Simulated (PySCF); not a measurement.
Ga(Me)(Cl) (CH3ClGa), SMILES [CH3][Ga+][Cl], charge +1.

Geometry optimised at r2SCAN-D4/def2-TZVP. The multiplicity is an assumed one; other spin states were not compared. The isomer is the one that the SMILES or the coordinates give; other isomers of the formula were not compared.

Vertical ionisation energy (IE) and electron affinity (EA) in eV. Rows of orbital energies are one-electron estimates. Where ΔSCF, EOM or ADC give a negative EA the extra electron is unbound and the value depends on the basis.

```json
[
 {"level": "−ε(HOMO), −ε(LUMO), PBE/def2-TZVPD (PySCF)", "IE": "13.95", "EA": "8.22"},
 {"level": "ADC(2)/aug-cc-pVDZ (PySCF)", "IE": "?", "EA": "?"}
]
```

Q: Fill in the missing entries. (An estimate is asked for; the answer gives what the named calculation found.)

A: 
- ADC(2)/aug-cc-pVDZ (PySCF), IE: 17.40
- ADC(2)/aug-cc-pVDZ (PySCF), EA: 4.91

Q: Beyond the first one, list the lowest photoelectron lines from ADC(2)/aug-cc-pVDZ (PySCF) with their pole strengths (two spins summed). (The exact figures need the calculation; the answer reports its results.)

A: 17.86 eV (1.81), 19.95 eV (1.78), 19.95 eV (1.78), 20.59 eV (1.80).
